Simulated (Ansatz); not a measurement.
Reaction (hydrogenolysis of the Si–C bond): `C[SiH](F)N[SiH](O)O` + H₂ → `O[SiH](O)N[SiH2]F` + CH₄

Gas-phase electronic energies from Ansatz, PBE0-D4/def2-TZVP geometries. CCSD(T)/CBS is the MP2 limit (def2-TZVPP, def2-QZVPP) plus CCSD(T) − MP2 in def2-TZVPP, frozen cores. This one scheme is used for every species. Functionals use def2-TZVPP. One conformer a species, not always the lowest.

Q: Is it downhill or uphill in electronic energy at CCSD(T)/CBS, and by how much? (An estimate is asked.)

A: The calculation gave: Downhill: ΔE = -14.9 kJ/mol.

Q: What do these levels give: r2SCAN-D4, ωB97X-V, PBE, CCSD(T)/def2-TZVPP, MP2/def2-QZVPP, MP2/CBS(def2)? (Estimate.)

A: The calculation gave: r2SCAN-D4 -11.8, ωB97X-V -16.5, PBE -17.9, CCSD(T)/def2-TZVPP -17.0, MP2/def2-QZVPP -12.2, MP2/CBS(def2) -11.3 kJ/mol.

Largest T1 diagnostic among the species: 0.012.

The D4 term adds +9.0 kJ/mol with B3LYP and +5.0 kJ/mol with PBE0; it sums over pairs of atoms, weighted by their polarisabilities, and B3LYP, whose exchange is more repulsive, gets the larger term. In def2-TZVPP, CCSD(T) changes the Hartree–Fock value by +21.8 kJ/mol (the triples alone add +3.9 kJ/mol) and MP2 by +25.4 kJ/mol.

B3LYP here is the variant with VWN-RPA as its local correlation; programs differ in this.
